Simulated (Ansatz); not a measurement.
```xyz
10

C     0.345    1.620   -0.126
O    -0.587    0.566   -0.005
Ge   -0.064   -1.069    0.372
O    -1.466   -2.095    0.162
Cl    1.477   -1.585   -1.040
H     0.859    1.821    0.822
H    -0.208    2.516   -0.412
H     1.096    1.413   -0.895
H     0.473   -1.259    1.788
H    -1.926   -1.927   -0.666
```

Total charge 0; spin multiplicity 1.

(1) List the PBE0/def2-TZVPP orbital energies in eV (Ansatz). (Best estimate.)

Results:

(1) Ansatz gave: Occupied: -10861.45, -2767.34, -1359.57, -1209.42, -1209.39, -1209.38, -523.07, -523.03, -279.56, -259.18, -197.46, -197.32, -197.32, -172.44, -122.29, -122.22, -122.18, -35.27, -35.20, -35.08, -35.01, -35.00, -28.52, -27.87, -22.89, -19.34, -16.10, -14.05, -12.93, -12.80, -12.43, -11.24, -10.45, -9.76, -9.38, -9.15, -8.95, -8.43. Lowest empty: -0.02, 0.63, 0.99, 1.68, 2.37, 2.71, 3.19, 3.61.
